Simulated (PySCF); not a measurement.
# Static response to an electric field

C6H7PS.
Geometry (GFN2-xTB, Å), atoms numbered from 1 in this order:
```xyz
15
C6H7PS angstrom
C     -2.5119    1.5296    0.7829
C     -2.2713    0.5395    0.1547
C     -1.9426   -0.6771   -0.5416
P     -0.5504   -1.5527    0.3029
S     -0.1344   -3.3053   -0.3968
C      0.7749   -0.4020    0.2813
C      1.8086    0.2030    0.1292
C      3.0017    0.9982   -0.0016
H     -2.7429    2.4058    1.3109
H     -2.7965   -1.3640   -0.5703
H     -1.6229   -0.4766   -1.5711
H     -0.9474   -1.4891    1.6432
H      3.6177    0.6008   -0.8078
H      3.5711    0.9655    0.9267
H      2.7419    2.0325   -0.2257
```

Level: wB97X-D/def2-SVPD (PySCF), static field, nuclei fixed, core orbitals frozen in the response. The polarisability tensor in these axes (au):

```
x   125.12   4.44  -4.61
y     4.44 138.49  13.34
z    -4.61  13.34  87.44
```

Question: Diagonalise the tensor; give its mean and Δα, where Δα² is half the sum of the squared differences of the eigenvalues.

Answer: Principal values 83.42, 125.24 and 142.38 au; mean 117.01 au = 17.34 Å³ = 19.29 × 10⁻⁴⁰ C²·m²/J; Δα = 52.53 au (45 % of the mean).

Question: What is the dipole moment, and where does it point?

Answer: (0.68, 4.64, 0.69) D, 4.74 D in size, pointing from the negative to the positive side. Measured along this direction, the outermost atoms are S5 at the negative end and H15 at the positive end.

Question: Orientational against electronic polarisability at 273 K (dilute gas, rigid molecules)?

Answer: In Gaussian units μ²/3kT = 198.74 Å³ against 17.34 Å³, a ratio of 11.46; the Debye molar polarisation (4π/3)N_A(α + μ²/3kT) is 545.1 cm³/mol, leaving out the vibrational part.

Question: Rayleigh depolarisation ratio (linearly polarised light, static tensor)?

Answer: ρ = 3Δα²/(45ᾱ² + 4Δα²) = 8276.9/(616141 + 11035.9) = 0.0132.

Question: Find the Langevin capture rate constant for NH4+ (18.034 u) meeting this molecule (142.001 u), k = 2.342 × 10⁻⁹ cm³/s × √(α in Å³ / reduced mass in u).

Answer: The reduced mass is 16.00 u, so k = 2.44 × 10⁻⁹ cm³/s. The formula leaves out the permanent dipole, which adds to the capture rate.

Question: Estimate the molar refractivity from the static electronic polarisability.

Answer: Lorentz–Lorenz: R = (4π/3)N_A α = 2.5225 cm³/(mol·Å³) × 17.34 Å³ = 43.7 cm³/mol, in the limit of long wavelengths.

The structure is a single GFN2-xTB conformer in the gas phase; no vibrational or solvent corrections.
